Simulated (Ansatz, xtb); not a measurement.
**HIOS2: which of two isomers lies lower**

Structure I: `O=[S@@](S)I`, a singlet. Structure II: `O[S@](=S)I`, a singlet. Both are isolated molecules in the gas phase, relaxed with B3LYP-D3(BJ)/def2-SVP; the shapes shown needn't be the lowest conformers.

I (Å):

```xyz
5

I    -2.2738   -0.6398   -0.8519
O     0.5463   -1.1403    0.9196
S    -0.5833   -0.2030    1.0950
S     0.1105    1.8028    0.5812
H     0.9432    1.3134   -0.3696
```

II (Å):

```yaml
atoms:
  - { symbol: I, position_ang: [0.2849, 1.8978, 2.2153] }
  - { symbol: O, position_ang: [-2.9716, 2.5115, 1.8562] }
  - { symbol: S, position_ang: [-1.7218, 3.5995, 1.7877] }
  - { symbol: S, position_ang: [-1.6206, 4.3192, 0.0058] }
  - { symbol: H, position_ang: [-3.0929, 2.1148, 0.9715] }
```

Quicker runs give these differences E(II) − E(I): GFN2-xTB +0.174 eV; HF/STO-3G −1.069 eV (at GFN2-xTB geometries); r2SCAN-D4/def2-SVP −0.296 eV (at GFN2-xTB geometries).

Problem. Which of the two would you expect CCSD(T)/def2-TZVP electronic energies to favour?

Solution. Too close to call at this level: CCSD(T)/def2-TZVP gives E(II) − E(I) = −0.067 eV.

The same difference at several levels:

```tsv
level	geometry	E(II) − E(I) (eV)	departure from the last row (eV)	job, with rough time for the two
GFN2-xTB	GFN2-xTB	+0.174	+0.242	optimisation, 0.17 s
HF/STO-3G	GFN2-xTB	−1.069	−1.001	single point, 0.66 s
r2SCAN-D4/def2-SVP	GFN2-xTB	−0.296	−0.229	single point, 1.8 s
B3LYP-D3(BJ)/def2-SVP	B3LYP-D3(BJ)/def2-SVP	−0.216	−0.149	optimisation, 28 s
HF/def2-TZVP	B3LYP-D3(BJ)/def2-SVP	−0.116	−0.049	part of the CCSD(T) run
MP2/def2-TZVP	B3LYP-D3(BJ)/def2-SVP	−0.101	−0.033	part of the CCSD(T) run
CCSD(T)/def2-TZVP	B3LYP-D3(BJ)/def2-SVP	−0.067		single point, 80 s
```

As drawn, II has 1 O–S, 1 S=S, 1 O–H in place of 1 O=S, 1 S–S, 1 S–H.

GFN2-xTB puts the two in the other order. The largest departure from CCSD(T)/def2-TZVP is that of HF/STO-3G, 1.001 eV.

With harmonic frequencies from B3LYP-D3(BJ)/def2-SVP (ideal gas, rigid rotor, one conformer each, 298.15 K, 1 atm): on the last row, ΔE + ΔZPE = +0.012, ΔH = +0.003, ΔG = +0.024 eV.

The correlated steps freeze 15 core orbitals; the filled d shell of I is correlated, in a basis made for valence electrons. Atoms past krypton carry core potentials in the def2 sets, other sets are all-electron and non-relativistic, and no spin–orbit term is included. Programs: Ansatz 0.2.0, xtb 6.7.1; the last row on 2 threads of AMD EPYC 9R14 (Zen 4) on a shared host.
